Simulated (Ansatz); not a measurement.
Reaction: SeCl2 (chloro selenohypochlorite, SMILES Cl[Se]Cl) + H+ → HSeCl2+ (SMILES Cl[SeH+]Cl)
Each species at its own B3LYP-D3(BJ)/def2-TZVP minimum (Ansatz, a program for electronic structure).

Total energies in hartree (Ansatz). Radicals and triplets start from unrestricted determinants; spin-orbit coupling is neglected. Cores are frozen in correlated methods (noble-gas shells, and filled d and f shells in the p block). No relativity.

```tsv
species	HF/def2-TZVPP	CCSD(T)/def2-TZVPP	HF/def2-QZVPP	CCSD(T)/def2-QZVPP	CCSDT(Q)/def2-TZVPP
1: SeCl2 (SMILES Cl[Se]Cl)	-3318.86472	-3319.46127	-3318.93979	-3319.59113	-3319.46424
2: HSeCl2+ (SMILES Cl[SeH+]Cl)	-3319.13076	-3319.73369	-3319.20602	-3319.86054	-3319.73685
```

Work out the proton affinity (electronic), positive where energy is released in kcal/mol: take Hartree-Fock from def2-QZVPP, extrapolate the CCSD(T) correlation energy as X^-3 (X = 3, 4), and add CCSDT(Q) - CCSD(T) in def2-TZVPP. 1 hartree = 627.51 kcal/mol.


Species 1: correlation (64·(-0.65134) - 27·(-0.59655))/37 = -0.69132; step -0.00297; E1 = -3318.93979 + (-0.69132) + (-0.00297) = -3319.63408
H+ has no electrons: E = 0
Species 2: correlation (64·(-0.65452) - 27·(-0.60293))/37 = -0.69217; step -0.00316; E2 = -3319.20602 + (-0.69217) + (-0.00316) = -3319.90135
+1·E1 -1·E2 = 0.26727 hartree = 167.7 kcal/mol.
